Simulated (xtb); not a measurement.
Input file for xtb: GFN2-xTB on AsF2H2In (SMILES [F][In]([F])[AsH2]), a point of a torsion scan.

```
$ xtb mol.xyz --gfn 2 --opt vtight --chrg 0 --uhf 0 --input xcontrol
6

F     -2.34141177    -1.62156719     0.59585320
In    -1.07708318    -0.16805396    -0.37635534
F     -2.11394555     1.71948456    -0.40778255
As     1.30301778    -0.18874342     0.15840688
H      1.98549825    -1.53578421     0.55337793
H      2.26771432     0.68950950    -0.67214054
$constrain
  force constant=1.0
  dihedral: 1,2,4,5,30.0
$end
```

Output:

```
[...]
           -------------------------------------------------
          |                Calculation Setup                |
           -------------------------------------------------



           -------------------------------------------------
          |                 G F N 2 - x T B                 |
           -------------------------------------------------

        Reference                      10.1021/acs.jctc.8b01176
      * Hamiltonian:
        H0-scaling (s, p, d)           1.850000    2.230000    2.230000
        zeta-weighting                 0.500000
      * Dispersion:
        s8                             2.700000
        a1                             0.520000
        a2                             5.000000
        s9                             5.000000
      * Repulsion:
        kExp                           1.500000    1.000000
        rExp                           1.000000
      * Coulomb:
        alpha                          2.000000
        third order                    shell-resolved
        anisotropic                    true
        a3                             3.000000
        a5                             4.000000
        cn-shift                       1.200000
        cn-exp                         4.000000
        max-rad                        5.000000


          ...................................................
          :                      SETUP                      :
          :.................................................:
          :  # basis functions                  30          :
          :  # atomic orbitals                  28          :
          :  # shells                           12          :
          :  # electrons                        24          :
          :  max. iterations                   250          :
          :  Hamiltonian                  GFN2-xTB          :
          :  restarted?                      false          :
          :  GBSA solvation                  false          :
          :  PC potential                    false          :
          :  electronic temp.          300.0000000     K    :
          :  accuracy                    1.0000000          :
          :  -> integral cutoff          0.2500000E+02      :
          :  -> integral neglect         0.1000000E-07      :
          :  -> SCF convergence          0.1000000E-05 Eh   :
          :  -> wf. convergence          0.1000000E-03 e    :
          :  Broyden damping             0.4000000          :
          :  net charge                          0          :
          :  unpaired electrons                  0          :
          ...................................................

 iter      E             dE          RMSdq      gap      omega  full diag
   1    -14.0267545 -0.140268E+02  0.172E+01    1.63       0.0  T
   2    -14.0239242  0.283032E-02  0.146E+01    1.79       1.0  T
   3    -14.1208816 -0.969574E-01  0.884E+00    1.83       1.0  T
   4    -14.1343352 -0.134536E-01  0.270E+00    1.90       1.0  T
   5    -14.1333416  0.993593E-03  0.136E+00    1.92       1.0  T
   6    -14.1347116 -0.137000E-02  0.382E-01    1.92       1.0  T
   7    -14.1347144 -0.285610E-05  0.127E-01    1.93       1.0  T
   8    -14.1347189 -0.446603E-05  0.351E-02    1.93       1.2  T
   9    -14.1347205 -0.157860E-05  0.125E-02    1.93       3.3  T
  10    -14.1347206 -0.119357E-06  0.432E-03    1.93       9.5  T
  11    -14.1347206 -0.218078E-08  0.242E-03    1.93      16.9  T
  12    -14.1347206 -0.472479E-09  0.572E-04    1.93      71.4  T
  13    -14.1347206  0.117476E-09  0.334E-04    1.93     122.3  T

   *** convergence criteria satisfied after 13 iterations ***

         #    Occupation            Energy/Eh            Energy/eV
      -------------------------------------------------------------
         1        2.0000           -0.7447597             -20.2659
       ...           ...                  ...                  ...
         6        2.0000           -0.4607525             -12.5377
         7        2.0000           -0.4478691             -12.1871
         8        2.0000           -0.4448810             -12.1058
         9        2.0000           -0.4435335             -12.0692
        10        2.0000           -0.4414107             -12.0114
        11        2.0000           -0.4370174             -11.8918
        12        2.0000           -0.4214671             -11.4687 (HOMO)
        13                         -0.3506818              -9.5425 (LUMO)
        14                         -0.2252604              -6.1296
        15                         -0.2223675              -6.0509
        16                         -0.1338785              -3.6430
        17                         -0.0995721              -2.7095
       ...                                ...                  ...
        28                          1.3380970              36.4115
      -------------------------------------------------------------
                  HL-Ga
[...]
                    -0.1725339              -4.6949
        16                         -0.1039567              -2.8288
        17                         -0.0878218              -2.3898
       ...                                ...                  ...
        28                          1.0463919              28.4738
      -------------------------------------------------------------
                  HL-Gap            0.1056384 Eh            2.8746 eV
             Fermi-level           -0.3796901 Eh          -10.3319 eV

 SCC (total)                   0 d,  0 h,  0 min,  0.004 sec
 SCC setup                      ...        0 min,  0.001 sec ( 12.137%)
 Dispersion                     ...        0 min,  0.000 sec (  0.566%)
 classical contributions        ...        0 min,  0.000 sec (  0.163%)
 integral evaluation            ...        0 min,  0.001 sec ( 16.914%)
 iterations                     ...        0 min,  0.001 sec ( 18.755%)
 molecular gradient             ...        0 min,  0.002 sec ( 46.115%)
 printout                       ...        0 min,  0.000 sec (  4.665%)

         :::::::::::::::::::::::::::::::::::::::::::::::::::::
         ::                     SUMMARY                     ::
         :::::::::::::::::::::::::::::::::::::::::::::::::::::
         :: total energy             -14.179536345553 Eh    ::
         :: gradient norm              0.000026336914 Eh/a0 ::
         :: HOMO-LUMO gap              2.874567061855 eV    ::
         ::.................................................::
         :: SCC energy               -14.194353776906 Eh    ::
         :: -> isotropic ES            0.059406499378 Eh    ::
         :: -> anisotropic ES          0.001651391658 Eh    ::
         :: -> anisotropic XC         -0.000582109082 Eh    ::
         :: -> dispersion             -0.003054097749 Eh    ::
         :: repulsion energy           0.014817420775 Eh    ::
         :: add. restraining           0.000000010578 Eh    ::
         :: total charge              -0.000000000000 e     ::
         :::::::::::::::::::::::::::::::::::::::::::::::::::::

           -------------------------------------------------
          |                Property Printout                |
           -------------------------------------------------

    * Orbital Energies and Occupations

         #    Occupation            Energy/Eh            Energy/eV
      -------------------------------------------------------------
         1        2.0000           -0.7513118             -20.4442
         2        2.0000           -0.7495510             -20.3963
         3        2.0000           -0.6925225             -18.8445
         4        2.0000           -0.5465328             -14.8719
         5        2.0000           -0.5066978             -13.7879
         6        2.0000           -0.4897700             -13.3273
         7        2.0000           -0.4565962             -12.4246
         8        2.0000           -0.4558309             -12.4038
         9        2.0000           -0.4527502             -12.3200
        10        2.0000           -0.4512016             -12.2778
        11        2.0000           -0.4454840             -12.1222
        12        2.0000           -0.4325093             -11.7692 (HOMO)
        13                         -0.3268709              -8.8946 (LUMO)
        14                         -0.2345362              -6.3821
        15                         -0.1725339              -4.6949
        16                         -0.1039567              -2.8288
        17                         -0.0878218              -2.3898
        18                         -0.0605230              -1.6469
        19                         -0.0014682              -0.0400
        20                          0.0266634               0.7255
        21                          0.0346723               0.9435
        22                          0.1910587               5.1990
        23                          0.2026871               5.5154
       ...                                ...                  ...
        28                          1.0463919              28.4738
      -------------------------------------------------------------
                  HL-Gap            0.1056384 Eh            2.8746 eV
             Fermi-level           -0.3796901 Eh          -10.3319 eV

     #   Z          covCN         q      C6AA      α(0)
     1   9 F        0.684    -0.354    12.973     4.252
     2  49 In       2.275     0.381   302.219    35.546
     3   9 F        0.684    -0.352    12.950     4.249
Note: The following floating-point exceptions are signalling: IEEE_DENORMAL
normal termination of xtb
     4  33 As       2.849     0.250   207.203    26.382
     5   1 H        0.971     0.041     2.424     2.433
     6   1 H        0.971     0.034     2.522     2.482

 Mol. C6AA /au·bohr⁶  :       1725.357183
 Mol. C8AA /au·bohr⁸  :     140996.973388
 Mol. α(0) /au        :         75.343435


Wiberg/Mayer (AO) data.
largest (>0.10) Wiberg bond orders for each atom

 ---------------------------------------------------------------------------
     #   Z sym  total        # sym  WBO       # sym  WBO       # sym  WBO
 ---------------------------------------------------------------------------
     1   9 F    1.133 --     2 In   0.905     4 As   0.181
     2  49 In   2.602 --     3 F    0.906     1 F    0.905     4 As   0.693
     3   9 F    1.136 --     2 In   0.906     4 As   0.182
     4  33 As   2.946 --     5 H    0.948     6 H    0.943     2 In   0.693
                             3 F    0.182     1 F    0.181
     5   1 H    0.998 --     4 As   0.948
     6   1 H    0.999 --     4 As   0.943
 ---------------------------------------------------------------------------

Topologies differ in total number of bonds
Writing topology from bond orders to xtbtopo.mol

molecular dipole:
                 x           y           z       tot (Debye)
 q only:        2.927       0.035       0.651
   full:        2.608      -0.021       0.462       6.734
molecular quadrupole (traceless):
                xx          xy          yy          xz          yz          zz
 q only:       -2.466      -1.093      -3.791      -0.500       2.266       6.258
  q+dip:       -5.379      -1.456      -2.412      -2.671       2.421       7.792
   full:       -4.672      -1.853      -4.745      -3.612       3.154       9.417

           -------------------------------------------------
          |                Geometry Summary                 |
           -------------------------------------------------

      molecular mass/u    :      229.7523690
   center of mass at/Å    :       -0.3049983      -0.0292037       0.2235316
  moments of inertia/u·Å² :        0.1158014E+03   0.4527528E+03   0.5639489E+03
rotational constants/cm⁻¹ :        0.1455737E+00   0.3723364E-01   0.2989213E-01

 * 3 selected distances

     #   Z          #   Z                                           value/Å
     2  49 In       4  33 As                                      2.5998891 (max)
     4  33 As       5   1 H                                       1.5032334 (min)
     4  33 As       6   1 H                                       1.5066660

 * 2 distinct bonds (by element types)

   Z      Z             #   av. dist./Å        max./Å        min./Å
   1 H   33 As          2     1.5049497     1.5066660     1.5032334
  33 As  49 In          1     2.5998891     2.5998891     2.5998891


optimized geometry written to: xtbopt.xyz


           -------------------------------------------------
          | TOTAL ENERGY              -14.179536345553 Eh   |
          | GRADIENT NORM               0.000026336914 Eh/α |
          | HOMO-LUMO GAP               2.874567061855 eV   |
           -------------------------------------------------

------------------------------------------------------------------------
------------------------------------------------------------------------
 total:
 SCF:
 ANC optimizer:
```

The run finished.

Warnings raised: the energy holds the restraint's term.

Cost: very roughly 0.24 core-seconds.
